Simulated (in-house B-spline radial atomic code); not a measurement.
Inner levels of tellurium as electrons are removed. A shift is the extra binding of the orbital against the neutral atom ([Kr] 4d10 5s2 5p4). The density at the nucleus is averaged over the nuclear charge. Computed with a radial B-spline atomic code at the basis-set limit: Dirac-Hartree-Fock, average of the configuration, finite nuclei.

```json
{"ion": "Te39+", "configuration": "[Ne] 3s2 3p1", "shift of 1s1/2 (eV)": "2425.08", "radius of 1s1/2 (bohr)": "0.027786", "Σ<r²> (bohr²)": "0.38494", "change of density at nucleus (bohr⁻³)": "1186.81"}
{"ion": "Te40+", "configuration": "[Ne] 3s2", "shift of 1s1/2 (eV)": "2553.93", "radius of 1s1/2 (bohr)": "0.027782", "Σ<r²> (bohr²)": "0.29443", "change of density at nucleus (bohr⁻³)": "1338.08"}
{"ion": "Te41+", "configuration": "[Ne] 3s1", "shift of 1s1/2 (eV)": "2676.99", "radius of 1s1/2 (bohr)": "0.02778", "Σ<r²> (bohr²)": "0.20132", "change of density at nucleus (bohr⁻³)": "-1530.34"}
{"ion": "Te42+", "configuration": "[He] 2s2 2p6", "shift of 1s1/2 (eV)": "2801.55", "radius of 1s1/2 (bohr)": "0.027778", "Σ<r²> (bohr²)": "0.11037", "change of density at nucleus (bohr⁻³)": "-4483.28"}
{"ion": "Te43+", "configuration": "[He] 2s2 2p5", "shift of 1s1/2 (eV)": "?", "radius of 1s1/2 (bohr)": "?", "Σ<r²> (bohr²)": "?", "change of density at nucleus (bohr⁻³)": "?"}
{"ion": "Te44+", "configuration": "[He] 2s2 2p4", "shift of 1s1/2 (eV)": "?", "radius of 1s1/2 (bohr)": "?", "Σ<r²> (bohr²)": "?", "change of density at nucleus (bohr⁻³)": "?"}
{"ion": "Te45+", "configuration": "[He] 2s2 2p3", "shift of 1s1/2 (eV)": "3732.24", "radius of 1s1/2 (bohr)": "0.027712", "Σ<r²> (bohr²)": "0.069071", "change of density at nucleus (bohr⁻³)": "-3299.63"}
{"ion": "Te46+", "configuration": "[He] 2s2 2p2", "shift of 1s1/2 (eV)": "4051.47", "radius of 1s1/2 (bohr)": "0.027689", "Σ<r²> (bohr²)": "0.056256", "change of density at nucleus (bohr⁻³)": "-2894.76"}
{"ion": "Te47+", "configuration": "[He] 2s2 2p1", "shift of 1s1/2 (eV)": "?", "radius of 1s1/2 (bohr)": "?", "Σ<r²> (bohr²)": "?", "change of density at nucleus (bohr⁻³)": "?"}
{"ion": "Te48+", "configuration": "[He] 2s2", "shift of 1s1/2 (eV)": "4703.38", "radius of 1s1/2 (bohr)": "0.02764", "Σ<r²> (bohr²)": "0.031937", "change of density at nucleus (bohr⁻³)": "-2070.07"}
{"ion": "Te49+", "configuration": "[He] 2s1", "shift of 1s1/2 (eV)": "4993.78", "radius of 1s1/2 (bohr)": "0.027637", "Σ<r²> (bohr²)": "0.016826", "change of density at nucleus (bohr⁻³)": "-14475.6"}
{"ion": "Te50+", "configuration": "1s2", "shift of 1s1/2 (eV)": "5287.1", "radius of 1s1/2 (bohr)": "0.027623", "Σ<r²> (bohr²)": "0.0020632", "change of density at nucleus (bohr⁻³)": "-27204.8"}
{"ion": "Te51+", "configuration": "1s1", "shift of 1s1/2 (eV)": "6217.9", "radius of 1s1/2 (bohr)": "0.02741", "Σ<r²> (bohr²)": "0.0010149", "change of density at nucleus (bohr⁻³)": "-121261"}
```

Question: Fill in the row of Te43+.

Answer: shift of 1s1/2 (eV): 3107.28; radius of 1s1/2 (bohr): 0.027757; Σ<r²> (bohr²): 0.096105; change of density at nucleus (bohr⁻³): -4093.97.

Question: Fill in the row of Te44+.

Answer: shift of 1s1/2 (eV): 3417.51; radius of 1s1/2 (bohr): 0.027735; Σ<r²> (bohr²): 0.082347; change of density at nucleus (bohr⁻³): -3699.39.

Question: Fill in the row of Te47+.

Answer: shift of 1s1/2 (eV): 4375.19; radius of 1s1/2 (bohr): 0.027665; Σ<r²> (bohr²): 0.043884; change of density at nucleus (bohr⁻³): -2484.88.
